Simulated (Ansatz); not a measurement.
Results of the Gaussian-basis code of Ansatz.

`BC(F)Cl` at its PBE0-D4/def2-TZVP geometry, where that method's forces vanish. The species carries charge 0 and has multiplicity 1.

```tsv
atom	x (Å)	y (Å)	z (Å)
B1	0.805	-0.241	-0.231
C2	-0.475	0.397	0.367
F3	-0.988	1.523	-0.140
Cl4	-1.144	-1.091	-0.549
H5	1.408	-1.024	0.434
H6	1.195	0.167	-1.278
H7	-0.801	0.269	1.397
```

(1) For each bond, give half the difference of the two atoms' forces along it (eV/Å; positive pushes the atoms apart) under PBE-D4, r2SCAN-D4, B3LYP-D4, ωB97M-V in def2-TZVPP. (Estimate.)

Answers

(1) The calculation gave: 
| bond | length (Å) | PBE-D4 | r2SCAN-D4 | B3LYP-D4 | ωB97M-V |
| --- | --- | --- | --- | --- | --- |
| B1–C2 | 1.550 | -0.10 | -0.01 | 0.05 | 0.09 |
| B1–H5 | 1.191 | 0.05 | -0.04 | -0.13 | -0.14 |
| B1–H6 | 1.190 | 0.06 | -0.05 | -0.13 | -0.14 |
| C2–F3 | 1.337 | 0.55 | 0.30 | 0.38 | 0.30 |
| C2–Cl4 | 1.871 | 0.26 | 0.27 | 0.38 | 0.08 |
| C2–H7 | 1.088 | 0.06 | -0.10 | -0.19 | -0.20 |

B3LYP here is the variant with VWN-RPA as its local correlation; programs differ in this.
